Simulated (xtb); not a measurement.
F3Sc, charge -1, doublet, from a rough starting geometry (GFN-xTB shapes and energies of metal compounds can be far from the true ones) (the multiplicity is a formal guess); GFN2-xTB (xtb).

The xtb input:
```
$ xtb mol.xyz --gfn 2 --chrg -1 --uhf 1 --opt vtight --json

# file mol.xyz
4

Sc    -0.01373304     0.03031687    -0.07318878
F     -1.51324110    -0.95167411     0.07054303
F     -0.01363646     1.61663626    -0.66968062
F      1.49362939    -0.72750905     0.61883663
```

The log (banner, timings and long lists left out):

```
   ID    Z sym.   atoms
    1   21 Sc     1
    2    9 F      2-4

           -------------------------------------------------
          |                Calculation Setup                |
           -------------------------------------------------

           -------------------------------------------------
          |                 G F N 2 - x T B                 |
           -------------------------------------------------

          ...................................................
          :                      SETUP                      :
          :.................................................:
          :  # basis functions                  22          :
          :  # atomic orbitals                  21          :
          :  # shells                            9          :
          :  # electrons                        25          :
          :  max. iterations                   250          :
          :  Hamiltonian                  GFN2-xTB          :
          :  restarted?                      false          :
          :  GBSA solvation                  false          :
          :  PC potential                    false          :
          :  electronic temp.          300.0000000     K    :
          :  accuracy                    1.0000000          :
          :  -> integral cutoff          0.2500000E+02      :
          :  -> integral neglect         0.1000000E-07      :
          :  -> SCF convergence          0.1000000E-05 Eh   :
          :  -> wf. convergence          0.1000000E-03 e    :
          :  Broyden damping             0.4000000          :
          :  net charge                         -1          :
          :  unpaired electrons                  1          :
          ...................................................

 iter      E             dE          RMSdq      gap      omega  full diag
   1    -15.5271417 -0.155271E+02  0.128E+01    0.27       0.0  T
   2    -15.7106662 -0.183524E+00  0.735E+00    0.21       1.0  T
   3    -15.7112870 -0.620769E-03  0.384E+00    0.19       1.0  T
   4    -15.7114417 -0.154741E-03  0.477E-01    0.18       1.0  T
   5    -15.7114458 -0.404517E-05  0.291E-01    0.18       1.0  T
   6    -15.7114469 -0.117416E-05  0.888E-02    0.18       1.0  T
   7    -15.7114470 -0.750531E-07  0.438E-03    0.18      11.4  T
   8    -15.7114470 -0.323826E-08  0.645E-03    0.18       7.7  T
   9    -15.7114470 -0.105036E-09  0.607E-04    0.18      82.4  T
  10    -15.7114470 -0.259911E-09  0.113E-04    0.18     443.1  T

   *** convergence criteria satisfied after 10 iterations ***

         :::::::::::::::::::::::::::::::::::::::::::::::::::::
         ::                     SUMMARY                     ::
         :::::::::::::::::::::::::::::::::::::::::::::::::::::
         :: total energy             -15.672197018384 Eh    ::
         :: gradient norm              0.063299363114 Eh/a0 ::
         :: HOMO-LUMO gap              0.175285727671 eV    ::
         ::.................................................::
         :: SCC energy               -15.711446855870 Eh    ::
         :: -> isotropic ES            0.218315751751 Eh    ::
         :: -> anisotropic ES          0.002366289317 Eh    ::
         :: -> anisotropic XC         -0.004097461179 Eh    ::
         :: -> dispersion             -0.001622051204 Eh    ::
         :: repulsion energy           0.039249837486 Eh    ::
         :: add. restraining           0.000000000000 Eh    ::
         :: total charge              -1.000000000065 e     ::
         :::::::::::::::::::::::::::::::::::::::::::::::::::::

      -----------------------------------------------------------
     |                   =====================                   |
     |                        A N C O P T                        |
     |                   =====================                   |
     |               Approximate Normal Coordinate               |
     |                Rational Function Optimizer                |
      -----------------------------------------------------------
      -----------------------------------------------------------
     |                   =====================                   |
     |                        A N C O P T                        |
     |                   =====================                   |
     |               Approximate Normal Coordinate               |
     |                Rational Function Optimizer                |
      -----------------------------------------------------------

          ...................................................
          :                      SETUP                      :
          :.................................................:
          :   optimization level         verytight          :
          :   max. optcycles                   200          :
          :   ANC micro-cycles                  20          :
          :   degrees of freedom                 6          :
          :.................................................:
          :   RF solver                   davidson          :
          :   write xtbopt.log                true          :
          :   linear?                        false          :
          :   energy convergence         0.1000000E-06 Eh   :
          :   grad. convergence          0.2000000E-03 Eh/α :
          :   maxmium RF displ.          1.0000000          :
          :   Hlow (freq-cutoff)         0.1000000E-01      :
          :   Hmax (freq-cutoff)         5.0000000          :
          :   S6 in model hess.         20.0000000          :
          ...................................................

generating ANC from exact Hessian ...
Using Lindh-Hessian (1995)
 Shifting diagonal of input Hessian by    9.2011803746928026E-003
 Lowest  eigenvalues of input Hessian
    0.000000    0.000000    0.000000    0.000000    0.000000    0.000000
    0.010000    0.064194    0.088731    0.441378    0.993698    1.368607
 Highest eigenvalues
[...]
 * total energy  :   -15.6721970 Eh     change       -0.1338130E-10 Eh
 * total energy  :   -15.6755472 Eh     change       -0.3350139E-02 Eh
 * total energy  :   -15.6776242 Eh     change       -0.2077010E-02 Eh
 * total energy  :   -15.6780080 Eh     change       -0.3838298E-03 Eh
 * total energy  :   -15.6780477 Eh     change       -0.3969421E-04 Eh
 * total energy  :   -15.6780588 Eh     change       -0.1109090E-04 Eh
 * total energy  :   -15.6780592 Eh     change       -0.4165021E-06 Eh
 * total energy  :   -15.6780595 Eh     change       -0.3071691E-06 Eh
 * total energy  :   -15.6780595 Eh     change       -0.1261903E-07 Eh
   *** GEOMETRY OPTIMIZATION CONVERGED AFTER 9 ITERATIONS ***
[...]
          :  electronic temp.          300.0000000     K    :
          :  accuracy                    1.0000000          :
          :  -> integral cutoff          0.2500000E+02      :
          :  -> integral neglect         0.1000000E-07      :
          :  -> SCF convergence          0.1000000E-05 Eh   :
          :  -> wf. convergence          0.1000000E-03 e    :
          :  Broyden damping             0.4000000          :
          :  net charge                         -1          :
          :  unpaired electrons                  1          :
          ...................................................

 iter      E             dE          RMSdq      gap      omega  full diag
   1    -15.7021982 -0.157022E+02  0.478E-06    0.15       0.0  T
   2    -15.7021982 -0.888178E-14  0.475E-06    0.15   10528.4  T
   3    -15.7021982 -0.124345E-13  0.434E-06    0.15   11512.8  T

   *** convergence criteria satisfied after 3 iterations ***

         :::::::::::::::::::::::::::::::::::::::::::::::::::::
         ::                     SUMMARY                     ::
         :::::::::::::::::::::::::::::::::::::::::::::::::::::
         :: total energy             -15.678059517790 Eh    ::
         :: gradient norm              0.000049820682 Eh/a0 ::
         :: HOMO-LUMO gap              0.151199067084 eV    ::
         ::.................................................::
         :: SCC energy               -15.702198022224 Eh    ::
         :: -> isotropic ES            0.218786137059 Eh    ::
         :: -> anisotropic ES          0.002628198982 Eh    ::
         :: -> anisotropic XC         -0.005109106752 Eh    ::
         :: -> dispersion             -0.001593649903 Eh    ::
         :: repulsion energy           0.024138504435 Eh    ::
         :: add. restraining           0.000000000000 Eh    ::
         :: total charge              -1.000000000000 e     ::
         :::::::::::::::::::::::::::::::::::::::::::::::::::::

           -------------------------------------------------
          |                Property Printout                |
           -------------------------------------------------

    * Orbital Energies and Occupations

         #    Occupation            Energy/Eh            Energy/eV
      -------------------------------------------------------------
         1        2.0000           -0.5887391             -16.0204
         2        2.0000           -0.5887032             -16.0194
         3        2.0000           -0.5809968             -15.8097
         4        2.0000           -0.2844229              -7.7395
         5        2.0000           -0.2842562              -7.7350
         6        2.0000           -0.2699158              -7.3448
         7        2.0000           -0.2698990              -7.3443
         8        2.0000           -0.2642716              -7.1912
         9        2.0000           -0.2642544              -7.1907
        10        2.0000           -0.2631576              -7.1609
        11        2.0000           -0.2621166              -7.1326
        12        2.0000           -0.2621032              -7.1322
        13        0.9282           -0.0599890              -1.6324 (HOMO)
        14        0.0359           -0.0544326              -1.4812 (LUMO)
        15        0.0359           -0.0544316              -1.4812
        16        0.0000           -0.0454999              -1.2381
        17        0.0000           -0.0454934              -1.2379
        18                          0.1529370               4.1616
        19                          0.1917497               5.2178
        20                          0.5889965              16.0274
        21                          0.5892517              16.0344
      -------------------------------------------------------------
                  HL-Gap            0.0055565 Eh            0.1512 eV
             Fermi-level           -0.1093020 Eh           -2.9743 eV

     #   Z          covCN         q      C6AA      α(0)
     1  21 Sc       1.932     0.575   256.352    34.403
     2   9 F        0.644    -0.525    15.235     4.606
     3   9 F        0.644    -0.525    15.236     4.606
     4   9 F        0.644    -0.525    15.236     4.606

 Mol. C6AA /au·bohr⁶  :        712.277273
 Mol. C8AA /au·bohr⁸  :      51026.889672
 Mol. α(0) /au        :         48.222141

Wiberg/Mayer (AO) data.
largest (>0.10) Wiberg bond orders for each atom

 ---------------------------------------------------------------------------
     #   Z sym  total        # sym  WBO       # sym  WBO       # sym  WBO
 ---------------------------------------------------------------------------
     1  21 Sc   2.304 --     2 F    0.768     3 F    0.768     4 F    0.768
     2   9 F    0.818 --     1 Sc   0.768
     3   9 F    0.818 --     1 Sc   0.768
     4   9 F    0.818 --     1 Sc   0.768
 ---------------------------------------------------------------------------

Topologies differ in total number of bonds
Writing topology from bond orders to xtbtopo.mol

molecular dipole:
                 x           y           z       tot (Debye)
 q only:        0.022       0.015       0.025
   full:        0.021       0.015       0.025       0.092
molecular quadrupole (traceless):
                xx          xy          yy          xz          yz          zz
 q only:       -4.201      -1.027      -2.751      -2.486       4.809       6.952
  q+dip:       -4.532      -1.108      -2.968      -2.682       5.188       7.500
   full:       -5.614      -1.372      -3.677      -3.322       6.427       9.291

optimized geometry written to: xtbopt.xyz

           -------------------------------------------------
          | TOTAL ENERGY              -15.678059517790 Eh   |
          | GRADIENT NORM               0.000049820682 Eh/α |
          | HOMO-LUMO GAP               0.151199067084 eV   |
           -------------------------------------------------

normal termination of xtb
```
